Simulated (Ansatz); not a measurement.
`[OH][Zn][SH]` + BH₃ → `[BH2][Zn][OH]` + H₂S at 298.15 K and 1 bar (formal exchange of groups at a Zn–S bond).

Calculated with Ansatz (gas phase, PBE0-D4/def2-TZVP geometries, no zero-point term in ΔE). CCSD(T)/CBS is the MP2 limit (def2-TZVPP, def2-QZVPP) plus CCSD(T) − MP2 in def2-TZVPP, frozen cores. This one scheme is used for every species. For Zn outer-core shells are correlated without core-valence functions, which leaves a few kJ/mol of doubt a bond. Scalar relativity is left out up to krypton. Each species was taken in one conformer, which may not be the lowest.

| species | CCSD(T)/CBS energy (Eh) | H − E (kJ/mol) | S (J/(mol·K)) |
| --- | --- | --- | --- |
| `[OH][Zn][SH]` | -2252.58768 | 73.9 | 307.3 |
| BH₃ | -26.55200 | 78.7 | 188.3 |
| `[BH2][Zn][OH]` | -1880.12839 | 100.8 | 301.5 |
| H₂S | -398.97279 | 49.9 | 205.7 |

H − E and S are ideal-gas, rigid-rotor, harmonic terms from PBE0-D4/def2-TZVP, for one conformer and one mirror image of each species. 1 Eh = 2625.50 kJ/mol, R = 8.31446 J/(mol·K).

**Question.** By hand: ΔE, ΔH, ΔS and ΔG.

**Answer.** ΔE = (-1880.12839) + (-398.97279) − (-2252.58768) − (-26.55200) = 0.03850 Eh = 101.1 kJ/mol. Δ(H − E) = 100.8 + 49.9 − 73.9 − 78.7 = -1.9, so ΔH = 99.2 kJ/mol. ΔS = 301.5 + 205.7 − 307.3 − 188.3 = 11.6 J/(mol·K). ΔG = 99.2 − 298.15 × (11.6)/1000 = 95.7 kJ/mol.

**Question.** By hand: the equilibrium constant, and the temperature at which ΔG would vanish if ΔH and ΔS stayed fixed.

**Answer.** log₁₀ K = −ΔG/(RT ln 10) = -16.8. ΔG = 0 at ΔH/ΔS = 8552 K, far beyond where these terms or the molecules hold.

The number of gas molecules stays the same, so ΔS is small and ΔH decides. A doubt of 5 kJ/mol in ΔE shifts log₁₀ K by 0.9 here. Other conformers and mirror images would add mixing entropy, several J/(mol·K) or more a flexible species. These are equilibria of isolated gas molecules and say nothing of rates. Largest T1 diagnostic: 0.017 (customary marks: 0.02 for closed shells, 0.045 for open ones).
